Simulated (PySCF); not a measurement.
C₄H₃F₃O, SMILES FC1=CCC(F)(F)O1. Atoms are numbered in the order given.

```xyz
11

F      0.6799    -2.4358     0.0000
C      0.0517    -1.2981     0.0000
C     -1.2517    -1.0278     0.0000
C     -1.3745     0.4651     0.0000
C      0.0935     0.9109     0.0000
F      0.4150     1.6396     1.0743
F      0.4150     1.6396    -1.0743
O      0.8884    -0.2351     0.0000
H     -2.0574    -1.7561     0.0000
H     -1.8763     0.8728     0.8912
H     -1.8763     0.8728    -0.8912
```

The structure is a stationary point at PBE0-D3(BJ)/def2-SVP. The structure was generated by enumeration, and PubChem lists no compound with its InChIKey, so it may never have been made. The values are those of a single conformer.

Level of theory: PySCF with ωB97X/def2-TZVP.

Isolated molecule, no solvent.

Computed frontier levels, gap, dipole moment:
- highest occupied level: -9.54 eV
- lowest empty level: 2.82 eV
- orbital gap: 12.36 eV
- dipole moment: 2.62 D
- quadrupole, principal values (traceless, Buckingham form, about the centre of nuclear charge): -2.80, -1.25, 4.05 D·Å
